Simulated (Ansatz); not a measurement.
`B[CH2][GeH2][F]`, charge 0, multiplicity 1.

Question: Give a relaxed structure at PBE0-D4/def2-TZVP (the Gaussian-basis code of Ansatz). (Estimate.)

Answer: Ansatz gave: 
Cartesian coordinates in Å:
```
B -1.5476 0.4387 0.1233
C -0.4068 -0.5172 0.4926
Ge 1.2287 0.0855 -0.4128
F 2.4424 -1.0678 0.0767
H -2.2091 0.2497 -0.8572
H -1.7505 1.4264 0.7698
H -0.5220 -1.5411 0.1272
H -0.1175 -0.5114 1.5468
H 1.7303 1.4510 0.0759
H 1.1521 -0.0139 -1.9423
```
Point group Cs.
This is one stationary point; other conformers may exist.
